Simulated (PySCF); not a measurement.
## Energy profile

The step: SiH₃OF ([OH][SiH2][F]) + H₂ → SiH₄O ([OH][SiH3]) + HF; bonds formed: Si1–H7, F2–H6; bonds broken: Si1–F2, H6–H7 (atoms numbered as in the saddle structure below).

Si1  (-0.312, 0.341, -0.193)
F2  (0.182, -1.292, 0.823)
H3  (-0.387, 1.179, -1.419)
H4  (-1.689, 0.153, 0.299)
O5  (0.805, 1.174, 0.656)
H6  (0.202, -1.368, -0.385)
H7  (0.089, -0.935, -1.241)
H8  (1.109, 0.748, 1.460)
(Å)

Electronic energies by CCSD(T) at an estimated basis limit (MP2 extrapolated from triple and quadruple zeta, plus CCSD(T) − MP2 in triple zeta), on PBE0-D4/def2-TZVP structures; SiH$_{5}$OF, closed shell; no counterpoise correction. Program: PySCF 2.14 with density fitting (its default auxiliary sets; JK sets also for MP2 and CCSD(T)). Basis: def2-TZVPP and def2-QZVPP. Cores are frozen in the correlated methods. Extrapolation: Hartree–Fock as exp(−7.88 √X), correlation as X^−2.97.

Problem. Give the profile in kcal/mol, counted from the separated reactants. (An estimate is asked for; the value comes from the calculation.)

Solution. The calculation gives:
```tsv
point	kcal/mol
separated: SiH$_{3}$OF (linked as [OH][SiH2][F]; Si1, F2, H3, H4, O5, H8; singlet) + H$_{2}$ (H6, H7; singlet)	0.00
start structure	-0.44
saddle	60.01
end structure	29.22
separated: SiH$_{4}$O (linked as [OH][SiH3]; Si1, H3, H4, O5, H7, H8; singlet) + HF (F2, H6; singlet)	32.43
```

T1 diagnostic: at most 0.013.

For scale, one of the runs: CCSD(T)/def2-TZVPP, 174 basis functions, launched by `OMP_NUM_THREADS=4 python run.py`. The run took 70 s on 4 CPU threads of an Intel Xeon 6975P-C (shared host), with 1.6 GiB of host memory at its peak.
